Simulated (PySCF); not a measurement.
A GIAO shielding run with PySCF 2.14 (density fitting, non-relativistic, gas phase) on SMILES FC(C[C-](C)C#N)(F)F, [C$_{5}$H$_{5}$F$_{3}$N]-:

```
$ OMP_NUM_THREADS=1 python probes_run.py task.json out

{"job": {"kind": "nmr", "xc": "PBE0", "basis": "pcSseg-1"}, "charge": -1, "multiplicity": 1}
C     -1.570930    -0.645367    -0.363901
C     -0.717857     0.267375     0.477069
C     -1.072096     1.564910     0.667948
N     -1.420515     2.650158     0.940107
C      0.698028    -0.143859     0.719414
C      1.624113    -0.086020    -0.500275
F      1.693952     1.110686    -1.100324
F      2.928552    -0.388596    -0.178791
F      1.318346    -0.972094    -1.471507
H     -1.512294    -1.678562     0.004285
H     -2.613635    -0.328206    -0.313888
H     -1.289325    -0.672561    -1.430888
H      1.163116     0.509562     1.464032
H      0.769866    -1.187899     1.064552
```

Hardware: 1 thread of an Arm Neoverse V1, shared host. The job also computes population analyses, field gradients.

Task: How large is the calculation?

Result: 70 electrons, 178 basis functions and 916 auxiliary functions.

Task: How long does it take, and how much memory does it need?

Result: 23 s of wall time, with 14 SCF cycles and 5 response iterations; peak memory 0.85 GiB. Times on a shared host scatter by some tens of per cent.
